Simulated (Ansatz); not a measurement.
The lowest singlet and triplet of CH3N (SMILES [CH]N); geometries from B3LYP-D3(BJ)/def2-TZVP, each state relaxed from the structure named, with no frequency check.
Singlet (charge 0, multiplicity 1):
```xyz
5

C      0.69308    -0.37123     0.01873
N     -0.50292     0.15175    -0.00698
H      1.40624     0.47276    -0.03093
H     -0.72992     1.14502    -0.06213
H     -1.31439    -0.45268     0.02951
```

A positive gap puts the triplet lower; no zero-point energy. R- takes a restricted singlet. U- takes an unrestricted singlet (broken symmetry where lower, unprojected). The triplet is unrestricted in single-reference levels.

Frozen-core correlation.

Run with Ansatz (Gaussian basis) for Hartree–Fock, density functionals and correlated methods. 

```tsv
level	gap E(singlet) − E(triplet), vertical, at the singlet's geometry (kcal/mol)
R-PBE/def2-TZVPP	-51.24
U-B2PLYP/def2-TZVPP	-53.52
R-MP2/cc-pVTZ	-53.57
R-MP2/cc-pVQZ	-53.69
U-SCS-MP2/cc-pVQZ	___
U-CCSD/cc-pVDZ	-53.94
U-CCSD/cc-pVTZ	-53.48
R-CCSD(T)/cc-pVQZ	-55.04
R-CCSDT(Q)/cc-pVDZ	-55.87
```

Problem. Complete the blanks.

Solution. 
- U-SCS-MP2/cc-pVQZ, gap E(singlet) − E(triplet), vertical, at the singlet's geometry (kcal/mol): -58.03

Ansatz is a program for electronic structure.
